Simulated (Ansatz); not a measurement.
A structure drawn as `COBF`, with this starting geometry:

```xyz
8

C     0.488   -0.830   -0.198
O     0.120   -0.078    0.916
B    -0.676    1.025    0.425
F    -0.024    2.317   -0.033
H    -0.357   -1.319   -0.684
H     1.126   -1.742    0.215
H     1.158   -0.317   -0.915
H    -1.836    0.944    0.274
```

The species carries charge 0 and has multiplicity 1.

Question: Relax it with Ansatz at PBE-D4/def2-SVP and then PBE0-D4/def2-TZVP. Is the drawn bonding still there?

Answer: Yes, every drawn bond is still there and no new one forms.

Question: Give the relaxed structure. (An estimate is asked.)

Answer: Computed: 
Z-matrix (Å, degrees):
```
C
O 1 1.413
H 1 1.093 2 111.6
H 1 1.091 2 108.9 3 -120.7
H 1 1.091 2 108.9 3 120.7
B 2 1.339 1 121.8 3 -0.2
F 6 1.325 2 117.6 1 180.0
H 6 1.199 2 123.0 1 -0.0
```
All modes are real.

Atoms count as bonded under 1.1 times the sum of their covalent radii (H–H under 0.85 Å, pairs among N, O and F under 1.55 Å), and a drawn bond as lost past 1.3 times.
